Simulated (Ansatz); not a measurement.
`F[SiH](S)[GaH2]` + NH₃ → `N[SiH](F)S` + `[GaH3]` at 500 K and 1 bar (cleavage of the Si–Ga bond).

Computed with Ansatz on PBE0-D4/def2-TZVP structures; ΔE is electronic, products minus reactants. CBS: MP2 limit from def2 TZ/QZ plus the TZ coupled-cluster correction, frozen cores. This one scheme is used for every species. For Ga outer-core shells are correlated without core-valence functions, which leaves a few kJ/mol of doubt a bond. Scalar relativity is left out up to krypton. Each species was taken in one conformer, which may not be the lowest.

| species | CCSD(T)/CBS energy (Eh) | H − E (kJ/mol) | S (J/(mol·K)) |
| --- | --- | --- | --- |
| `F[SiH](S)[GaH2]` | -2713.06708 | 139.1 | 430.0 |
| NH₃ | -56.50880 | 108.2 | 211.8 |
| `N[SiH](F)S` | -843.89255 | 167.3 | 380.5 |
| `[GaH3]` | -1925.70545 | 69.3 | 243.1 |

H − E and S are ideal-gas, rigid-rotor, harmonic terms from PBE0-D4/def2-TZVP, for one conformer and one mirror image of each species. 1 Eh = 2625.50 kJ/mol, R = 8.31446 J/(mol·K).

By hand: ΔE, ΔH, ΔS and ΔG.

ΔE = (-843.89255) + (-1925.70545) − (-2713.06708) − (-56.50880) = -0.02212 Eh = -58.1 kJ/mol. Δ(H − E) = 167.3 + 69.3 − 139.1 − 108.2 = -10.7, so ΔH = -68.8 kJ/mol. ΔS = 380.5 + 243.1 − 430.0 − 211.8 = -18.2 J/(mol·K). ΔG = -68.8 − 500 × (-18.2)/1000 = -59.7 kJ/mol.

By hand: the equilibrium constant, and the temperature at which ΔG would vanish if ΔH and ΔS stayed fixed.

log₁₀ K = −ΔG/(RT ln 10) = 6.2. ΔG = 0 at ΔH/ΔS = 3780 K, far beyond where these terms or the molecules hold.

ΔH outweighs TΔS. A doubt of 5 kJ/mol in ΔE shifts log₁₀ K by 0.5 here. Other conformers and mirror images would add mixing entropy, several J/(mol·K) or more a flexible species. These are equilibria of isolated gas molecules and say nothing of rates. Largest T1 diagnostic: 0.013 (customary marks: 0.02 for closed shells, 0.045 for open ones).
